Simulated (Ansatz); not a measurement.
The cluster Si₄O (the lowest singlet isomer of a short search), 5 atoms. Hardware: 4 threads of Intel Xeon 6975P-C on a shared host.

Correlated methods freeze 21 core orbitals.

Task: How many basis functions does each of these Ansatz runs have, and roughly what does it cost? HF/STO-3G, charge 0 quintet, energy; PBE0-D4/def2-TZVP, charge 0 singlet, energy, from earlier orbitals; RPA@PBE/def2-TZVP, charge 0 singlet, energy, from earlier orbitals; PBE-D4/def2-TZVP, charge 0 quintet, energy, from earlier orbitals; PBE-D4/def2-SVP, charge 0 singlet, energy, from earlier orbitals; CCSD(T)/def2-TZVPP, charge 0 triplet, energy, from earlier orbitals; MP2/def2-TZVP, charge 0 triplet, energy, from earlier orbitals; MP2/def2-TZVP, charge 0 quintet, energy, from earlier orbitals; CCSD(T)/def2-TZVPP, charge 1 doublet at the geometry of the charge 0 singlet, energy, from earlier orbitals; r2SCAN-D4/def2-TZVP, charge 0 triplet, energy, from earlier orbitals; PBE-D4/def2-TZVP, charge 1 doublet at the geometry of the charge 0 singlet, energy, from earlier orbitals; HF/STO-3G, charge 0 singlet, energy.

Result: Other jobs shared the machine, so times can vary by a factor of up to 3. A dash marks memory too small to be measured apart from the calling script's.

| run | functions | fitting or Cholesky vectors | wall time | peak host memory (GiB) |
| --- | --- | --- | --- | --- |
| HF/STO-3G, charge 0 singlet, energy | 41 | 466 | 0.15 s | – |
| HF/STO-3G, charge 0 quintet, energy | 41 | 464 | 0.2 s | – |
| PBE-D4/def2-SVP, charge 0 singlet, energy, from earlier orbitals | 86 | 927 | 0.4 s | – |
| PBE0-D4/def2-TZVP, charge 0 singlet, energy, from earlier orbitals | 179 | 1223 | 1.6 s | – |
| RPA@PBE/def2-TZVP, charge 0 singlet, energy, from earlier orbitals | 179 | 1087 | 2.1 s | – |
| PBE-D4/def2-TZVP, charge 0 quintet, energy, from earlier orbitals | 179 | 1159 | 2.2 s | – |
| MP2/def2-TZVP, charge 0 quintet, energy, from earlier orbitals | 179 | 1093 | 2.6 s | – |
| MP2/def2-TZVP, charge 0 triplet, energy, from earlier orbitals | 179 | 1090 | 3.2 s | – |
| r2SCAN-D4/def2-TZVP, charge 0 triplet, energy, from earlier orbitals | 179 | 1159 | 3.6 s | – |
| PBE-D4/def2-TZVP, charge 1 doublet at the geometry of the charge 0 singlet, energy, from earlier orbitals | 179 | 1159 | 4.6 s | – |
| CCSD(T)/def2-TZVPP, charge 0 triplet, energy, from earlier orbitals | 199 | 1212 | 2.5 min | 2.2 |
| CCSD(T)/def2-TZVPP, charge 1 doublet at the geometry of the charge 0 singlet, energy, from earlier orbitals | 199 | 1212 | 3 min | 2.2 |
